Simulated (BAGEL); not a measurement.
C2H6BN (SMILES [BH3-]C#[N+]C): name the method

C2H6BN: 10 atoms, total charge 0, spin state singlet. SMILES: `[BH3-]C#[N+]C`. Geometry: relaxed at PBE0-D4/def2-TZVP.

```xyz
10

B    -1.0815    1.1901   -1.3044
C    -0.2802    0.3076   -0.3379
N     0.3229   -0.3567    0.3900
C     1.0582   -1.1645    1.2763
H    -1.4067    0.4713   -2.2250
H    -2.0327    1.6006   -0.6745
H    -0.3315    2.0784   -1.6485
H     1.1143   -2.1817    0.8864
H     2.0676   -0.7655    1.3861
H     0.5696   -1.1797    2.2515
```

A calculation with BAGEL 1.2.2 gave:

```json
{"total energy": "-158.3727 Eh", "dipole moment": "6.81 D", "HOMO energy": "-11.28 eV", "LUMO energy": "2.94 eV", "HOMO–LUMO gap": "14.22 eV"}
```

Problem. Which of these levels gave the numbers?
A. HF/def2-SVP (density fitting with svp-jkfit)
B. HF/cc-pVTZ (density fitting with tzvpp-jkfit)
C. HF/cc-pVQZ (density fitting with qzvpp-jkfit)
D. HF/cc-pVDZ (density fitting with tzvpp-jkfit)

Solution. B. The others give -158.3833 Eh (HF/cc-pVQZ (density fitting with qzvpp-jkfit)), -158.1990 Eh (HF/def2-SVP (density fitting with svp-jkfit)), -158.3264 Eh (HF/cc-pVDZ (density fitting with tzvpp-jkfit)).
